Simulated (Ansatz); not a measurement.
CH₁₀ClInOSi₃ (`O[C@@H](Cl)[Si@H]([SiH3])[SiH2][InH2]`). Charge 0, multiplicity 1. In: def2 effective core potential. All single points use the PBE0-D4/def2-TZVP geometry. It is one conformer, not always the lowest.

```xyz
17

O     1.348    1.683   -0.091
C     0.954    0.588   -0.901
Cl    2.330    0.060   -1.917
Si    0.240   -0.872    0.134
Si   -0.369   -2.615   -1.297
Si   -1.433    0.175    1.394
In   -0.468    2.574    1.356
H     2.064    1.396    0.490
H     0.216    0.997   -1.593
H     1.386   -1.259    1.012
H    -1.080   -3.660   -0.514
H    -1.297   -2.073   -2.326
H     0.809   -3.221   -1.971
H    -2.735   -0.011    0.692
H    -1.522   -0.503    2.718
H     0.657    3.027    2.586
H    -1.101    3.712    0.227
```

Task: What is the dipole moment at PBE/def2-TZVPP? (Estimate.)

Result: Ansatz gave: 0.84 D, with components (0.31, -0.76, 0.17) D in this frame, pointing from negative to positive charge.

Task: And with r2SCAN, B3LYP, ωB97M-V? (Estimate.)

Result: Ansatz gave: r2SCAN 0.89 D, B3LYP 0.97 D, ωB97M-V 0.96 D.

Task: Give the Mulliken charges with PBE, r2SCAN, ωB97M-V in def2-TZVPP. (Best estimate.)

Result: Computed: 
```json
{"atom": "O1", "PBE": "-0.26", "r2SCAN": "-0.31", "ωB97M-V": "-0.29"}
{"atom": "C2", "PBE": "0.03", "r2SCAN": "0.09", "ωB97M-V": "-0.07"}
{"atom": "Cl3", "PBE": "-0.13", "r2SCAN": "-0.15", "ωB97M-V": "-0.10"}
{"atom": "Si4", "PBE": "0.10", "r2SCAN": "0.13", "ωB97M-V": "0.07"}
{"atom": "Si5", "PBE": "0.09", "r2SCAN": "0.16", "ωB97M-V": "0.05"}
{"atom": "Si6", "PBE": "-0.10", "r2SCAN": "-0.04", "ωB97M-V": "-0.07"}
{"atom": "In7", "PBE": "0.43", "r2SCAN": "0.43", "ωB97M-V": "0.28"}
{"atom": "H8", "PBE": "0.22", "r2SCAN": "0.23", "ωB97M-V": "0.22"}
{"atom": "H9", "PBE": "0.15", "r2SCAN": "0.11", "ωB97M-V": "0.18"}
{"atom": "H10", "PBE": "-0.04", "r2SCAN": "-0.06", "ωB97M-V": "0.00"}
{"atom": "H11", "PBE": "-0.04", "r2SCAN": "-0.06", "ωB97M-V": "-0.01"}
{"atom": "H12", "PBE": "-0.04", "r2SCAN": "-0.05", "ωB97M-V": "-0.01"}
{"atom": "H13", "PBE": "-0.03", "r2SCAN": "-0.05", "ωB97M-V": "0.00"}
{"atom": "H14", "PBE": "-0.05", "r2SCAN": "-0.07", "ωB97M-V": "-0.01"}
{"atom": "H15", "PBE": "-0.04", "r2SCAN": "-0.06", "ωB97M-V": "-0.01"}
{"atom": "H16", "PBE": "-0.14", "r2SCAN": "-0.15", "ωB97M-V": "-0.11"}
{"atom": "H17", "PBE": "-0.14", "r2SCAN": "-0.15", "ωB97M-V": "-0.11"}
```

B3LYP here is the variant with VWN-RPA as its local correlation; programs differ in this.
